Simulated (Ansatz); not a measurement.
Geometry optimisation, RKS BLYP-D4/def2-SVP in Ansatz 0.2.0.

Input file:

```yaml
crystal:
  periodic: [false, false, false]
  atoms:
    - { symbol: W, position_ang: [-0.10707, -0.038124, -0.028544] }
    - { symbol: Cl, position_ang: [-0.406155, -0.185867, 2.337107] }
    - { symbol: F, position_ang: [1.664996, -0.040802, -0.645147] }
    - { symbol: F, position_ang: [-0.173734, 1.717806, -0.650742] }
    - { symbol: F, position_ang: [-1.993724, 0.023999, -0.043106] }
    - { symbol: F, position_ang: [0.134661, -1.907303, 0.076266] }
    - { symbol: H, position_ang: [-0.549727, -0.575802, -1.592226] }
    - { symbol: O, position_ang: [1.856751, 1.817433, 1.552122] }
    - { symbol: H, position_ang: [2.738095, 1.404674, 1.448309] }
    - { symbol: H, position_ang: [1.549707, 1.480387, 2.432961] }
basis:
  gaussian: { orbitals: def2-SVP }
hamiltonian:
  xc: blyp
  dispersion: d4
relax:
  f_tol: 0.03
  max_steps: 50
```

Launched with:

```bash
$ ansatz run input.yaml --threads 4 --pin off --max-ram 5120MiB --backend cpu --events-out ev --progress --plain --runs-dir out
```

Q: Where does it end, and by what steps?

A: The run converged. After 25 steps the energy has fallen by 0.524 eV; F6 moved furthest, 1.19 Å. Joined: W1–O8 (3.13 → 2.37 Å).

```json
{"step": "0", "energy less start (eV)": "0.0000", "largest force component (eV/Å)": "0.470", "accepted": "yes"}
{"step": "1", "energy less start (eV)": "-0.0288", "largest force component (eV/Å)": "1.220", "accepted": "yes"}
{"step": "2", "energy less start (eV)": "-0.1063", "largest force component (eV/Å)": "0.827", "accepted": "yes"}
{"step": "3", "energy less start (eV)": "-0.1797", "largest force component (eV/Å)": "1.165", "accepted": "yes"}
{"step": "4", "energy less start (eV)": "-0.2167", "largest force component (eV/Å)": "0.752", "accepted": "yes"}
{"step": "5", "energy less start (eV)": "-0.2270", "largest force component (eV/Å)": "0.315", "accepted": "yes"}
{"step": "6", "energy less start (eV)": "-0.2302", "largest force component (eV/Å)": "0.097", "accepted": "yes"}
{"step": "7", "energy less start (eV)": "-0.2421", "largest force component (eV/Å)": "0.158", "accepted": "yes"}
{"step": "8", "energy less start (eV)": "-0.2475", "largest force component (eV/Å)": "0.178", "accepted": "yes"}
{"step": "9", "energy less start (eV)": "-0.2575", "largest force component (eV/Å)": "0.244", "accepted": "yes"}
{"step": "10", "energy less start (eV)": "-0.2929", "largest force component (eV/Å)": "0.647", "accepted": "yes"}
{"step": "11", "energy less start (eV)": "-0.3415", "largest force component (eV/Å)": "1.036", "accepted": "yes"}
{"step": "12", "energy less start (eV)": "-0.3924", "largest force component (eV/Å)": "1.225", "accepted": "yes"}
{"step": "13", "energy less start (eV)": "-0.4996", "largest force component (eV/Å)": "0.538", "accepted": "yes"}
{"step": "14", "energy less start (eV)": "-0.4766", "largest force component (eV/Å)": "0.319", "accepted": "no"}
{"step": "15", "energy less start (eV)": "-0.5174", "largest force component (eV/Å)": "0.182", "accepted": "yes"}
{"step": "16", "energy less start (eV)": "-0.5100", "largest force component (eV/Å)": "0.286", "accepted": "no"}
{"step": "17", "energy less start (eV)": "-0.5211", "largest force component (eV/Å)": "0.097", "accepted": "yes"}
{"step": "18", "energy less start (eV)": "-0.5221", "largest force component (eV/Å)": "0.065", "accepted": "yes"}
{"step": "19", "energy less start (eV)": "-0.5225", "largest force component (eV/Å)": "0.046", "accepted": "yes"}
{"step": "20", "energy less start (eV)": "-0.5230", "largest force component (eV/Å)": "0.059", "accepted": "yes"}
{"step": "21", "energy less start (eV)": "-0.5233", "largest force component (eV/Å)": "0.053", "accepted": "yes"}
{"step": "22", "energy less start (eV)": "-0.5235", "largest force component (eV/Å)": "0.056", "accepted": "yes"}
{"step": "23", "energy less start (eV)": "-0.5236", "largest force component (eV/Å)": "0.081", "accepted": "yes"}
{"step": "24", "energy less start (eV)": "-0.5239", "largest force component (eV/Å)": "0.049", "accepted": "yes"}
{"step": "25", "energy less start (eV)": "-0.5241", "largest force component (eV/Å)": "0.011", "accepted": "yes"}
```

```xyz
10
Properties=species:S:1:pos:R:3
W -0.080 0.205 0.093
Cl -1.019 0.186 2.268
F 1.470 0.452 -1.007
F -0.265 2.043 -0.281
F -1.887 0.144 -0.432
F 0.871 -1.298 0.783
H -0.228 -0.979 -1.114
O 1.623 1.170 1.425
H 2.455 1.120 0.905
H 1.775 0.655 2.246
```

Whether the end is a true minimum wasn't checked by a vibrational analysis.

The run took 64 s on 4 threads of Arm Neoverse V1, with other jobs on the host, peak memory 0.2 GiB.
